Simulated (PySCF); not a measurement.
**Spectroscopy problems**

Non-relativistic, one computed conformer, in vacuum, one averaged value for each set of equivalent atoms. σ from GIAO-PBE0/pcSseg-1; geometry: GFN2-xTB; PySCF 2.14.0 with density-fitted response routines.

Scale: TMS for ¹H (σref 31.72), ¹³C (σref 186.93) (reference shieldings calculated alike). Splittings of carbon signals by F and P are missing where no couplings were computed. Where no couplings were computed, multiplicities follow the n + 1 count of equivalent neighbours, and m marks all less simple cases (inequivalent or close neighbours, rings, F or P nearby). Shifts are as computed. Against solution values, carbons near 30 ppm lie about +3 ppm off and those near 130 ppm about +5 ppm. Of 1211 compounds with measured shifts, 218 miss one by over three times the rms of a fit or turn the order of signals round; such compounds aren't used in these exercises. OH and NH positions are gas-phase values without hydrogen bonding to other molecules.

Q: C6H12N2OSi. ¹H NMR (400 MHz, computed): δ 2.66 (s, 3H), 0.38 (s, 9H). ¹³C{¹H} NMR (computed): δ 176.0, 170.8, 13.5, -0.9. Identify the compound.

A: `InChI=1S/C6H12N2OSi/c1-5-7-8-6(9-5)10(2,3)4/h1-4H3`. Rings plus π bonds: 3 (1 ring in the answer). 4 carbon signals for 6 carbons: some carbons are equivalent by symmetry or fast rotation. Carbon types of the structure: 2 × C, 4 × CH3, which accounts for all hydrogens. δC 176.0, 170.8: substituted aromatic carbon next to the ring oxygen. δC -0.9: methyl carbon bonded to Si; an electropositive neighbour leaves it electron-rich and shielded. δH 2.66: hydrogen on a methyl carbon on an aromatic ring; benzylic-type position, deshielded by the ring. δH 0.38: hydrogen on a methyl carbon bonded to Si; an electropositive neighbour shields it, as in TMS itself.

The shifts were computed for this structure.

Q: C3H11NP2Si2. ¹H NMR (600 MHz, computed): δ 4.15 (m, 1H), 3.81 (m, 1H), 2.05 (s, 3H), 1.47 (m, 2H), 1.19 (m, 2H), 0.69 (br s, 2H). ¹³C{¹H} NMR (computed): δ 113.4 (C), 91.7 (C), 5.9 (CH3). Give a structure.

A: `CC#C[Si@@](N)(P)[SiH2]P`. 3 carbon signals for 3 carbons: no two carbons are equivalent. Carbon types of the structure: 2 × C, 1 × CH3, leaving 8 H on heteroatoms. δC 113.4, 91.7: alkyne carbon. δC 5.9: propargylic methyl carbon; saturated and bonded to C and H only. δH 1.47, 1.19: hydrogen on a phosphorus bonded to Si. δH 0.69: hydrogen on a nitrogen bonded to Si; exchangeable; this is the value without hydrogen bonding to other molecules.

The data come from this structure; uniqueness wasn't tested.
